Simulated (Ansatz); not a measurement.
H$_{8}$Si$_{3}$, triplet, at the geometry of the source list (a higher spin typed on purpose: for a closed-shell molecule this is an excited state); Ansatz (a quantum-chemistry and plane-wave program) with CCSD(T)/def2-SVP.

Input for Ansatz:
Ansatz 0.2 input:
```yaml
crystal:
  periodic: [false, false, false]
  atoms:
    - {symbol: Si, position_ang: [1.83770000, 0.71620000, -0.04160000]}
    - {symbol: Si, position_ang: [0.18190000, -0.90240000, -0.10260000]}
    - {symbol: Si, position_ang: [-1.96830000, -0.06870000, 0.11520000]}
    - {symbol: H, position_ang: [3.20550000, 0.21290000, -0.17740000]}
    - {symbol: H, position_ang: [1.65390000, 1.69980000, -1.11190000]}
    - {symbol: H, position_ang: [1.79850000, 1.46410000, 1.21780000]}
    - {symbol: H, position_ang: [0.43310000, -1.91220000, 0.94000000]}
    - {symbol: H, position_ang: [0.29100000, -1.68050000, -1.34850000]}
    - {symbol: H, position_ang: [-2.27300000, 0.89000000, -0.95010000]}
    - {symbol: H, position_ang: [-2.12830000, 0.65420000, 1.37960000]}
    - {symbol: H, position_ang: [-3.03200000, -1.07350000, 0.07960000]}
basis:
  gaussian:
    orbitals: def2-SVP
magnetization: {spin_polarized: true, initial_magnetization: 2}
correlation: {method: ccsd_t, diis_vectors: 2}
```

What the program printed (banner, timings and long lists left out):

```
Functional definition: HF
910 factors; integrals over basis functions are off by at most 1.2e-3 eV
mean field evaluation 1: about -23697.1050 eV, gradient 1.2e1 eV
mean field evaluation 2: about -23697.1061 eV, gradient 1.2e1 eV
mean field evaluation 4: about -23698.9690 eV, gradient 1.5e0 eV
mean field evaluation 8: about -23699.0255 eV, gradient 1.9e-3 eV
mean field evaluation 16: about -23699.0255 eV, gradient 1.1e-3 eV
mean field evaluation 32: about -23699.0346 eV, gradient 2.3e-6 eV
mean field evaluation 64: about -23699.0345 eV, gradient 3.0e-6 eV
mean field evaluation 96: about -23699.0333 eV, gradient 9.4e-2 eV
mean field evaluation 128: about -23697.9607 eV, gradient 1.2e0 eV
mean field evaluation 160: about -23697.6967 eV, gradient 2.1e-3 eV
mean field evaluation 192: about -23697.3878 eV, gradient 1.9e-1 eV
mean field evaluation 224: about -23696.9900 eV, gradient 3.0e0 eV
mean field evaluation 256: about -23696.6873 eV, gradient 2.2e0 eV
mean field evaluation 288: about -23698.5700 eV, gradient 1.1e0 eV
mean field evaluation 320: about -23696.3982 eV, gradient 5.2e-4 eV
mean field evaluation 352: about -23697.5242 eV, gradient 5.7e0 eV
mean field evaluation 384: about -23696.3135 eV, gradient 1.1e0 eV
mean field evaluation 416: about -23696.6292 eV, gradient 1.3e-2 eV
mean field evaluation 448: about -23698.3047 eV, gradient 1.3e0 eV
mean field evaluation 480: about -23699.0224 eV, gradient 4.0e-1 eV
mean field evaluation 512: about -23696.2091 eV, gradient 4.8e-4 eV
mean field -23699.03464396 eV, -870.9234593828 hartree, gradient 2.3e-6 eV, S^2 2.017341; 25 other end points of the search recorded, 0 dependent functions left out
determinant -23699.03464396 eV, -870.9234593828 hartree, with singles and doubles -23709.34518048 eV, -871.3023646111 hartree
determinant -23699.03445125 eV, -870.9234523008 hartree, with singles and doubles -23709.34520891 eV, -871.3023656562 hartree
determinant -23699.02551691 eV, -870.9231239700 hartree, with singles and doubles -23709.37159650 eV, -871.3033353820 hartree
determinant -23698.66865535 eV, -870.9100095495 hartree, with singles and doubles -23708.84259610 eV, -871.2838949759 hartree
determinant -23698.34509344 eV, -870.8981188686 hartree, with singles and doubles -23708.81900749 eV, -871.2830281104 hartree
determinant -23697.78094693 eV, -870.8773868669 hartree, with singles and doubles -23708.39147445 eV, -871.2673165611 hartree
determinant -23697.69672906 eV, -870.8742919171 hartree, with singles and doubles -23708.10584880 eV, -871.2568200122 hartree
determinant -23697.38819721 eV, -870.8629535809 hartree, with singles and doubles -23707.69625914 eV, -871.2417678699 hartree
determinant -23697.04598267 eV, -870.8503774286 hartree, with singles and doubles -23707.48807546 eV, -871.2341172606 hartree
determinant -23697.02181877 eV, -870.8494894217 hartree, with singles and doubles -23707.71789377 eV, -871.2425629277 hartree
determinant -23696.78200083 eV, -870.8406762749 hartree, with singles and doubles -23707.59129994 eV, -871.2379106902 hartree
determinant -23696.62920936 eV, -870.8350612920 hartree, with singles and doubles -23706.97561788 eV, -871.2152847919 hartree
determinant -23696.45920144 eV, -870.8288136159 hartree, with singles and doubles -23706.71956005 eV, -871.2058748401 hartree
determinant -23696.39820010 eV, -870.8265718581 hartree, with singles and doubles -23707.25152154 eV, -871.2254240643 hartree
determinant -23696.20912758 eV, -870.8196235710 hartree, with singles and doubles -23707.31971648 eV, -871.2279301822 hartree
determinant -23695.97582469 eV, -870.8110498480 hartree, with singles and doubles -23706.99446852 eV, -871.2159775402 hartree
determinant -23699.03464396 eV, -870.9234593828 hartree, with singles and doubles -23709.36721230 eV, -871.3031742657 hartree
determinant -23699.03445125 eV, -870.9234523008 hartree, with singles and doubles -23709.36721041 eV, -871.3031741963 hartree
determinant -23699.02551691 eV, -870.9231239700 hartree, with singles and doubles -23709.37355034 eV, -871.3034071846 hartree
determinant -23698.66865535 eV, -870.9100095495 hartree, with singles and doubles -23708.85419710 eV, -871.2843213049 hartree
15 core orbitals not correlated
reference -23699.02551691 eV, -870.9231239700 hartree; 11, 9 occupied and 68, 70 virtual orbitals, 910 factors
second order -8.40192497 eV of doubles, -0.00000000 eV of singles
cycle   1  -10.34803611 eV  change   -2.7e-6 eV  update   6.1e-6
perturbative correction -0.30896018 eV, -0.0113540773 hartree
Total energy: -23709.68251321 eV, -871.3147613604 hartree
```
